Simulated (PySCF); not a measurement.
C3H6OSi. Atoms are numbered in the order given.

```xyz
11

C      2.4136     0.8291     0.5114
C      1.2763     0.3931     0.4126
Si    -0.4355    -0.2718     0.2544
C     -1.5909     1.0482    -0.3557
O     -0.4691    -1.5020    -0.8719
H      3.4139     1.2158     0.5985
H     -0.8301    -0.7698     1.6074
H     -1.2588     1.4234    -1.3362
H     -2.6112     0.6481    -0.4663
H     -1.6255     1.8965     0.3457
H      0.1667    -2.2159    -0.7455
```
Charge 0, spin multiplicity 1.

The structure is a stationary point at r2SCAN-D4/def2-SVP. The structure was generated by enumeration; whether it is a known compound was not checked. The values are those of a single conformer.

The numbers are results of PBE/pcSseg-1 run with PySCF, not measurements.

GIAO shieldings, no solvent; atoms alike by connectivity are averaged. δ = σ(ref) − σ: ¹³C against TMS (σ = 182.0 ppm); ²⁹Si against TMS (σ = 335.4 ppm); ¹⁷O against H2O (σ = 334.3 ppm); ¹H against TMS (σ = 31.49 ppm), references at their B3LYP-D3(BJ)/def2-TZVP geometries, non-relativistic.

| atoms | nucleus | count | δ (ppm) |
|---|---|---|---|
| C1 | ¹³C | 1 | (withheld) |
| C2 | ¹³C | 1 | 91.4 |
| C4 | ¹³C | 1 | 1.3 |
| Si3 | ²⁹Si | 1 | -26.4 |
| O5 | ¹⁷O | 1 | (withheld) |
| H7 | ¹H | 1 | 5.54 |
| H6 | ¹H | 1 | 2.56 |
| H11 | ¹H | 1 | (withheld) |
| H8, H9, H10 | ¹H | 3 | (withheld) |

Q: Fill in the missing entries. (Estimate from the structure and the level; the computed values follow.)

A: 
- C1, δ (ppm): 100.6
- H11, δ (ppm): 1.15
- O5, δ (ppm): 44.1
- H8, H9, H10, δ (ppm): 0.69
